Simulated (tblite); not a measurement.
AlI2, doublet, at a GFN2-xTB geometry (such geometries of metal compounds can be far from the true shape) (the spin is typed, not shown lowest); GFN1-xTB run with tblite.

Here is a job for tblite.
```
$ tblite run mol.xyz --method gfn1 --charge 0 --spin 1 --grad --json tblite.json --no-restart

# file mol.xyz
3

Al     0.00000000     0.00000000     0.00000000
I      0.00000000     0.00000000     2.59006668
I     -0.00000000    -0.00000000    -2.59006668
```

The log (banner, timings and long lists left out):

```
xTB calculator
 | screened Coulomb repulsion
 | Coulomb electrostatics
 |  * isotropic Klopman-Ohno-Mataga-Nishimoto electrostatics
 |  * onsite third-order electrostatics
 | DFT-D3(BJ) dispersion correction

halogen bonding energy    0.0000000000000E+00 Eh
repulsion energy          1.3514565187345E-02 Eh
dispersion energy        -1.2744833784952E-03 Eh
number of electrons       1.7000000000000E+01 e
integral cutoff           4.0000000000000E+01 bohr

------------------------------------------------------------
  cycle        total energy    energy error   density error
------------------------------------------------------------
      1     -9.271808751393  -9.2840488E+00   2.6392010E-01
      2     -9.278009315744  -6.2005644E-03   1.4892092E-01
      3     -9.277998398543   1.0917201E-05   4.8567509E-02
      4     -9.278133800245  -1.3540170E-04   7.5652007E-04
      5     -9.278134304918  -5.0467306E-07   3.4598949E-05
      6     -9.278134305521  -6.0282268E-10   1.8442393E-05
------------------------------------------------------------

electronic energy        -9.2903743873301E+00 Eh
total energy             -9.2781343055213E+00 Eh

Post processing:
 | Mayer-Wiberg bond orders

[Info] Tight-binding results written to 'tblite.txt'
[Info] JSON dump of results written to 'tblite.json'
```
